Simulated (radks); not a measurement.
Problem. These are the eigenvalues of the occupied orbitals of an atom or ion with whole-number occupations (hartree). Calculated with a radial shooting solver on a logarithmic mesh with Libxc functionals: scalar-relativistic Kohn-Sham, PBE, spin-polarised, spherical densities, finite nucleus; Fermi nuclear charge, rms radius of each element as measured or else 0.836 A^(1/3) + 0.57 fm.

1s up: -11.34367

Which element is it, and in what charge state? The configuration may be excited. Open shells, if any, are filled with parallel spins first.

Solution. Z = 5, boron, charge +4: B4+ in 1s1. The 1s level, -11.344 hartree, gives Z - s = 4.8 by -(Z - s)^2/2, which with screening and relativity narrows Z to a few neighbours, and with so few levels the electron count can be read from the list.
